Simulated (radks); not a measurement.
Values are calculated unless marked as measured or tabulated.
Species: Cl13+. Configuration: [He] 2s2. Code: a radial shooting solver on a logarithmic mesh with Libxc functionals. Model: Dirac Kohn-Sham, relativistic LDA (MacDonald-Vosko exchange, VWN5 correlation), spin-unpolarised, spherical densities, finite nucleus; Fermi nuclear charge, rms radius 3.3654 fm.

Unscreened Slater integrals over Kohn-Sham orbitals (eV). Large and small components are both included.

F0(2s1/2,2s1/2): 63.597
F0(2s1/2,1s1/2): 89.053
G0(2s1/2,1s1/2): 8.8001
F0(1s1/2,1s1/2): 282.31
